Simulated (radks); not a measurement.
Values are calculated unless marked as measured or tabulated.
Initial-state core-level shifts of neutral strontium when its valence configuration changes from [Kr] 5s2. Code: a radial shooting solver on a logarithmic mesh with Libxc functionals. Model: non-relativistic Kohn-Sham, r2SCAN, spin-polarised, spherical densities, point nucleus; open shells are filled with parallel spins first (spin-orbit coupling, left out, can overturn this in heavy ions); meta-GGA in the generalised Kohn-Sham scheme; relativity is left out, which matters for an element this heavy. Shifts are changes of the shell-averaged eigenvalues in eV (positive: less bound); the change of the density at the nucleus, which sets a Mossbauer isomer shift, is in e/bohr^3, on a base of 3.805e+04.

valence          1s      2p      3p      3d  density at nucleus
4d1 5s1      +1.461  +1.576  +1.577  +1.586              -3.576
5s1.5 5p0.5  -0.575  -0.574  -0.574  -0.574              -1.458
4d2          +1.960  +2.163  +2.173  +2.189              -6.830
5s1 5p1      -0.928  -0.928  -0.929  -0.929              -2.815
5p2          -2.159  -2.155  -2.153  -2.153              -5.881
4d0.5 5s1.5  +0.764  +0.829  +0.828  +0.833              -2.047
